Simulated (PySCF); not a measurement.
Isomers of C3H6OSi.

All values: PBE0/pcSseg-1 (PySCF) at GFN2-xTB geometries, gas phase, one conformer each.

Problem. Rank by HOMO energy, highest first.
A. `[CH2:1]=[CH:2][C:3](=[O:4])[SiH3:5]` with C1–C2–C3–O4 -174°
B. `[CH2:1]=[CH:2][SiH2:3][CH:4]=[O:5]` with C1–C2–Si3–C4 117°, C2–Si3–C4–O5 112°
C. `[CH:1]#[C:2][SiH2:3][O:4][CH3:5]` with C2–Si3–O4–C5 -59°
D. `[CH2:1]=[C:2]([SiH3:3])[CH:4]=[O:5]` with C1–C2–C4–O5 180°

Solution. B (-6.85 eV), A (-7.00 eV), D (-7.69 eV), C (-8.20 eV).

Problem. Rank by the lowest IAO charge on any atom, lowest value first.
A. `[OH:1][SiH2:2][CH:3]1[CH:4]=[CH:5]1` with H–O1–Si2–C3 180°, O1–Si2–C3–C4 -150°
B. `[CH2:1]=[CH:2][C:3](=[O:4])[SiH3:5]` with C1–C2–C3–O4 -174°
C. `[CH:1]#[C:2][SiH2:3][O:4][CH3:5]` with C2–Si3–O4–C5 -59°
D. `[CH2:1]=[CH:2][SiH2:3][CH:4]=[O:5]` with C1–C2–Si3–C4 117°, C2–Si3–C4–O5 112°

Solution. A (-0.793 e), C (-0.634 e), D (-0.422 e), B (-0.387 e).

Problem. Rank by the highest IAO charge on any atom, lowest value first.
A. `[CH2:1]=[CH:2][SiH2:3][CH:4]=[O:5]` with C1–C2–Si3–C4 117°, C2–Si3–C4–O5 112°
B. `[OH:1][SiH2:2][CH:3]1[CH:4]=[CH:5]1` with H–O1–Si2–C3 180°, O1–Si2–C3–C4 -150°
C. `[CH2:1]=[C:2]([SiH3:3])[CH:4]=[O:5]` with C1–C2–C4–O5 180°
D. `[CH2:1]=[CH:2][C:3](=[O:4])[SiH3:5]` with C1–C2–C3–O4 -174°

Solution. D (+0.528 e), C (+0.603 e), A (+0.713 e), B (+1.014 e).

All values together:

```tsv
SMILES	μ (D)	HOMO (eV)	LUMO (eV)	lowest IAO charge (e)	highest IAO charge (e)	lowest Hirshfeld charge (e)	highest Hirshfeld charge (e)
O[SiH2]C1C=C1	0.76	-6.84	-0.01	-0.793 (O)	+1.014 (Si)	-0.311 (O)	+0.380 (Si)
C=C[SiH2]C=O	2.89	-6.85	-1.50	-0.422 (C)	+0.713 (Si)	-0.213 (O)	+0.340 (Si)
C#C[SiH2]OC	1.41	-8.20	-0.37	-0.634 (O)	+1.026 (Si)	-0.225 (O)	+0.417 (Si)
C=C([SiH3])C=O	3.06	-7.69	-2.04	-0.390 (O)	+0.603 (Si)	-0.210 (O)	+0.302 (Si)
C=CC(=O)[SiH3]	2.95	-7.00	-2.03	-0.387 (O)	+0.528 (Si)	-0.223 (O)	+0.303 (Si)
```

Conformers: `[OH:1][SiH2:2][CH:3]1[CH:4]=[CH:5]1` with H–O1–Si2–C3 180°, O1–Si2–C3–C4 -150°; `[CH2:1]=[CH:2][SiH2:3][CH:4]=[O:5]` with C1–C2–Si3–C4 117°, C2–Si3–C4–O5 112°; `[CH:1]#[C:2][SiH2:3][O:4][CH3:5]` with C2–Si3–O4–C5 -59°; `[CH2:1]=[C:2]([SiH3:3])[CH:4]=[O:5]` with C1–C2–C4–O5 180°; `[CH2:1]=[CH:2][C:3](=[O:4])[SiH3:5]` with C1–C2–C3–O4 -174°.
